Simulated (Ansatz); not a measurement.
Reaction (silylene formation by 1,1-elimination): `CC[SiH](Cl)O[SiH3]` → `CC[Si]Cl` + silanol

Calculated with Ansatz (gas phase, PBE0-D4/def2-TZVP geometries, no zero-point term in ΔE). CCSD(T)/CBS is the MP2 limit (def2-TZVPP, def2-QZVPP) plus CCSD(T) − MP2 in def2-TZVPP, frozen cores. Functionals use def2-TZVPP. B3LYP here is the variant with VWN-RPA as its local correlation; programs differ in this. HSE06 is defined as in plane-wave codes. One conformer a species, not always the lowest.

Is it downhill or uphill in electronic energy at CCSD(T)/CBS, and by how much? (Best estimate.)

Computed: Uphill: ΔE = +76.8 kcal/mol.

What do these levels give: B3LYP-D4, ωB97M-V, PBE, r2SCAN, PBE0, B3LYP, r2SCAN0, HSE06, LC-ωPBE, HF/def2-SVP, CCSD(T)/def2-TZVPP, SCS-MP2/def2-QZVPP? (Best estimate.)

Ansatz gave: B3LYP-D4 75.2, ωB97M-V 75.1, PBE 68.6, r2SCAN 78.4, PBE0 73.8, B3LYP 70.7, r2SCAN0 80.1, HSE06 73.7, LC-ωPBE 79.2, HF/def2-SVP 76.5, CCSD(T)/def2-TZVPP 75.9, SCS-MP2/def2-QZVPP 79.0 kcal/mol.

Largest T1 diagnostic among the species: 0.012.

From r2SCAN to r2SCAN0 (25 % exact exchange), in def2-TZVPP and without D4, ΔE moves by +1.7 kcal/mol. Leaving LDA and LC-ωPBE aside and taking each functional with its dispersion term where it has one, the values, not all of them listed here, spread over 10.5 kcal/mol, from BLYP-D4 to r2SCAN0-D4. LDA lies +8.1 kcal/mol from PBE without D4.
